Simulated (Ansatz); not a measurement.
Relaxation of Cl3FH2Zr (7 atoms, charge 0, multiplicity 1), to a largest force component of 0.03 eV/Å in at most 50 steps.

All numbers below come from RKS r2SCAN-D4/def2-SVP in Ansatz 0.2.0.

```xyz
7
Properties=species:S:1:pos:R:3:forces:R:3
Zr 0.155 0.000 -0.073 0.03 0.00 1.13
F 0.169 0.000 1.867 0.26 0.00 -1.09
Cl 2.374 0.000 -0.792 -0.03 0.00 0.02
Cl -0.854 1.924 -0.922 -0.02 0.03 -0.02
Cl -0.854 -1.924 -0.922 -0.02 -0.03 -0.02
H -2.556 0.000 1.323 -1.43 0.00 -0.98
H -1.955 0.000 1.717 1.21 0.00 0.95
```

Task: Where does it end, and by what steps?

Result: The run converged. After 5 steps the energy has fallen by 0.104 eV; H7 moved furthest, 0.28 Å.

| step | energy less start (eV) | largest force component (eV/Å) | accepted |
| --- | --- | --- | --- |
| 0 | 0.0000 | 1.434 | yes |
| 1 | -0.0932 | 0.289 | yes |
| 2 | -0.0996 | 0.228 | yes |
| 3 | -0.1030 | 0.078 | yes |
| 4 | -0.1027 | 0.218 | no |
| 5 | -0.1039 | 0.026 | yes |

```xyz
7
Properties=species:S:1:pos:R:3
Zr 0.245 0.000 -0.074
F 0.370 0.000 1.811
Cl 2.427 0.000 -0.901
Cl -0.829 1.930 -0.842
Cl -0.829 -1.930 -0.842
H -2.686 0.000 1.223
H -2.218 0.000 1.822
```

Whether the end is a true minimum wasn't checked by a vibrational analysis.

Run time: 25 s on 4 threads of Arm Neoverse V1 (shared host), peak memory 0.21 GiB.
